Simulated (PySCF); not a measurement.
# M06-L on Cu⁺ (copper, charge +1)

Configuration: [Ar] 3d10, closed-shell 1S. All numbers are calculated (PySCF 2.14, scalar relativity by spin-free X2C-1e, in aug-cc-pVDZ-DK).

* Total energy: -1654.399 hartree
* One-electron energy: -2297.247 hartree
* Hartree (Coulomb) energy: 710.727 hartree
* Exchange-correlation energy: -67.878 hartree
* ⟨S²⟩: 0.0000
* ⟨L²⟩: 0.000
* Sum of ⟨r⟩: 17.76 bohr
* Sum of ⟨r²⟩: 19.37 bohr²
* Langevin diamagnetic susceptibility: -15.3 ×10⁻⁶ cm³/mol
* Time after the integrals: 3.6 s of wall time on 1 thread of Neoverse-N1 (shared host)

```json
{"shell": "1s", "electrons": "2", "mean orbital energy (eV)": "-8874.7", "rms radius, mean of both spins (bohr)": "0.0602"}
{"shell": "2s", "electrons": "2", "mean orbital energy (eV)": "-1082.1", "rms radius, mean of both spins (bohr)": "0.254"}
{"shell": "2p", "electrons": "6", "mean orbital energy (eV)": "-932.12", "rms radius, mean of both spins (bohr)": "0.228"}
{"shell": "3s", "electrons": "2", "mean orbital energy (eV)": "-127.67", "rms radius, mean of both spins (bohr)": "0.764"}
{"shell": "3p", "electrons": "6", "mean orbital energy (eV)": "-82.961", "rms radius, mean of both spins (bohr)": "0.815"}
{"shell": "3d", "electrons": "10", "mean orbital energy (eV)": "-13.143", "rms radius, mean of both spins (bohr)": "1.17"}
```

Densities and radii are taken from the X2C orbitals without a picture-change correction, which distorts them close to the nucleus.
